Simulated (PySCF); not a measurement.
## Broadened absorption spectrum of C7H9NSe

Compound: C7H9NSe.
Z-matrix (Å and degrees, PBE0-D3(BJ)/def2-SVP geometry), rows numbered from 1:
```
C 
C   1  1.3398
C   2  1.4603  1  126.46
C   3  1.4404  2  124.70  1   -10.93
N   4  1.3014  3  120.22  2   179.93
Se  5  1.8094  4  108.60  3    -0.00
C   3  1.3819  2  123.66  1   169.44
C   7  1.4957  3  128.06  2    -3.17
C   8  1.5278  7  112.81  3   -79.22
H   1  1.0933  2  122.42  3    -1.01
H   1  1.0921  2  120.78  3   179.35
H   2  1.0956  1  118.02  3   179.92
H   4  1.0966  3  122.39  2    -1.03
H   8  1.1031  7  108.77  3    42.87
H   8  1.1016  7  109.80  3   158.07
H   9  1.1005  8  110.87  7  -179.32
H   9  1.1002  8  111.00  7    60.35
H   9  1.1002  8  110.85  7   -59.12
```

Level of theory: TDDFT PBE0/def2-SVPD, vertical, gas phase, core orbitals frozen in the response (PySCF). The PBE0/def2-SVPD calculation is non-relativistic and has no spin–orbit coupling, an omission that weighs most on selenium.

Each state is given a Gaussian of 0.3 eV full width at half maximum, with ε(max) = 2.175×10⁸ f / Δν̃ (Δν̃ the width in cm⁻¹). The cross-section is σ = 3.8235×10⁻²¹ ε cm², given in Mb (10⁻¹⁸ cm²). The width is an assumption, not a result. The curve ends short of the highest state used, and states not computed would add to its high-energy end.

```csv
λ (nm),σ (Mb)
218.9,7.47
221.5,16.71
224.1,30.48
226.7,46.72
229.3,62.30
231.9,73.21
234.5,75.30
237.1,66.81
239.7,50.62
242.4,32.12
245.0,18.24
247.6,10.73
250.2,9.88
252.8,15.25
255.4,26.11
258.0,40.64
260.6,55.43
263.2,66.17
265.8,69.46
268.4,64.50
271.0,53.30
273.6,39.43
276.2,26.26
278.8,15.83
281.4,8.69
284.0,4.36
286.6,2.01
289.2,0.86
291.8,0.34
294.4,0.12
```

Question: Locate the maxima and give the states behind the curve.

Answer: 266 nm (4.67 eV), ε about 18000, made up of S1 (91%); 234 nm (5.30 eV), ε about 20000, made up of S3 (32%), S4 (46%) and S6 (13%) (ε in L mol⁻¹ cm⁻¹; maxima over ε = 5, shares over 10%). The states used: S1 4.66 eV (f 0.184); S2 4.75 eV (f 0.023); S3 5.25 eV (f 0.077); S4 5.28 eV (f 0.105); S5 5.42 eV (f 0.028); S6 5.46 eV (f 0.059); S7 6.02 eV (f 0.020); S8 6.16 eV (f 0.050); S9 6.20 eV (f 0.028); S10 6.26 eV (f 0.211).

Question: What would ε be at 5.30 eV, the highest of these maxima, with half the width (0.15 eV)?

Answer: About 29500 L mol⁻¹ cm⁻¹ against 19800, a factor of about 1.5; a lone state at its own centre would give exactly 2.

Question: Coming from long wavelengths, where does ε first pass 100 L mol⁻¹ cm⁻¹?

Answer: At about 291 nm (4.25 eV), 0.41 eV below S1.

Question: On this curve, what absorbance would a 10⁻³ mol/L sample give at 248 nm over a 1 cm path?

Answer: 248 nm is 4.999 eV, where ε is about 2700 L mol⁻¹ cm⁻¹, so A = ε c l ≈ 2.7 (Beer–Lambert, with the gas-phase spectrum and the assumed width).

All these states lie below the vertical ionisation energy of 8.25 eV (ΔSCF).

Time: 6.7 min. Hardware: one thread of an x86-64 server, shared host.

One conformer stands for the species.
